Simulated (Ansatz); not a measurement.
`[Cl][Ge]([Cl])([Cl])[Br]` + NH₃ → `[NH2][Ge]([Cl])([Cl])[Cl]` + HBr at 500 K and 1 bar (ligand exchange at a Ge–Br bond).

Program: Ansatz. Geometries: PBE0-D4/def2-TZVP. ΔE: electronic, gas phase. CCSD(T)/CBS is the MP2 limit (def2-TZVPP, def2-QZVPP) plus CCSD(T) − MP2 in def2-TZVPP, frozen cores. This one scheme is used for every species. For Br, Ge outer-core shells are correlated without core-valence functions, which leaves a few kJ/mol of doubt a bond. Scalar relativity is left out up to krypton. Each species was taken in one conformer, which may not be the lowest.

```csv
species,CCSD(T)/CBS energy (Eh),H − E (kJ/mol),S (J/(mol·K))
`[Cl][Ge]([Cl])([Cl])[Br]`,-6028.93261,56.3,424.4
NH₃,-56.50880,108.2,211.8
`[NH2][Ge]([Cl])([Cl])[Cl]`,-3511.50302,125.8,435.1
HBr,-2573.91920,30.5,213.7
```

H − E and S are ideal-gas, rigid-rotor, harmonic terms from PBE0-D4/def2-TZVP, for one conformer and one mirror image of each species. 1 Eh = 2625.50 kJ/mol, R = 8.31446 J/(mol·K).

**Question.** By hand: ΔE, ΔH, ΔS and ΔG.

**Answer.** ΔE = (-3511.50302) + (-2573.91920) − (-6028.93261) − (-56.50880) = 0.01919 Eh = 50.4 kJ/mol. Δ(H − E) = 125.8 + 30.5 − 56.3 − 108.2 = -8.2, so ΔH = 42.2 kJ/mol. ΔS = 435.1 + 213.7 − 424.4 − 211.8 = 12.6 J/(mol·K). ΔG = 42.2 − 500 × (12.6)/1000 = 35.9 kJ/mol.

**Question.** By hand: the equilibrium constant, and the temperature at which ΔG would vanish if ΔH and ΔS stayed fixed.

**Answer.** log₁₀ K = −ΔG/(RT ln 10) = -3.8. ΔG = 0 at ΔH/ΔS = 3349 K, far beyond where these terms or the molecules hold.

The number of gas molecules stays the same, so ΔS is small and ΔH decides. A doubt of 5 kJ/mol in ΔE shifts log₁₀ K by 0.5 here. Other conformers and mirror images would add mixing entropy, several J/(mol·K) or more a flexible species. These are equilibria of isolated gas molecules and say nothing of rates. Largest T1 diagnostic: 0.009 (customary marks: 0.02 for closed shells, 0.045 for open ones).
